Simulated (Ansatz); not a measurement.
`[SiH3][N]([SiH3])[InH2]` and `[SiH3][N]([SiH3])[GaH2]` differ in one element.

Ansatz, PBE0-D4/def2-TZVP geometries, multiplicity 1. 

Elements past krypton have def2 core potentials. Scalar relativity is left out up to krypton.

```tsv
property	`[SiH3][N]([SiH3])[InH2]`
HOMO energy (PBE0/def2-TZVPP) / eV	-7.44
LUMO energy (B3LYP/def2-TZVPP) / eV	-2.00
HOMO energy (ωB97M-V/def2-TZVPP) / eV	-9.68
HOMO–LUMO gap (PBE0/def2-TZVPP) / eV	5.72
size of the dipole moment (B3LYP/def2-TZVPP) / D	1.78
LUMO energy (PBE/def2-TZVPP) / eV	-2.44
```

(1) Give the same properties after the change, and the shifts. (An estimate is asked.)

## Answers

(1) The calculation gave: 
```json
{"property": "HOMO energy (PBE0/def2-TZVPP) / eV", "`[SiH3][N]([SiH3])[GaH2]`": "-7.76", "shift": "-0.32"}
{"property": "LUMO energy (B3LYP/def2-TZVPP) / eV", "`[SiH3][N]([SiH3])[GaH2]`": "-1.65", "shift": "0.35"}
{"property": "HOMO energy (ωB97M-V/def2-TZVPP) / eV", "`[SiH3][N]([SiH3])[GaH2]`": "-10.01", "shift": "-0.33"}
{"property": "HOMO–LUMO gap (PBE0/def2-TZVPP) / eV", "`[SiH3][N]([SiH3])[GaH2]`": "6.38", "shift": "0.66"}
{"property": "size of the dipole moment (B3LYP/def2-TZVPP) / D", "`[SiH3][N]([SiH3])[GaH2]`": "0.82", "shift": "-0.96"}
{"property": "LUMO energy (PBE/def2-TZVPP) / eV", "`[SiH3][N]([SiH3])[GaH2]`": "-2.17", "shift": "0.27"}
```

With PBE0 the HOMO falls by 0.32 eV and the LUMO rises by 0.34 eV, so the gap widens by about 0.66 eV. PBE moves the HOMO by -0.31 eV and ωB97M-V by -0.33 eV. Dipoles are sizes alone; their direction can turn.

B3LYP here is the variant with VWN-RPA as its local correlation; programs differ in this.
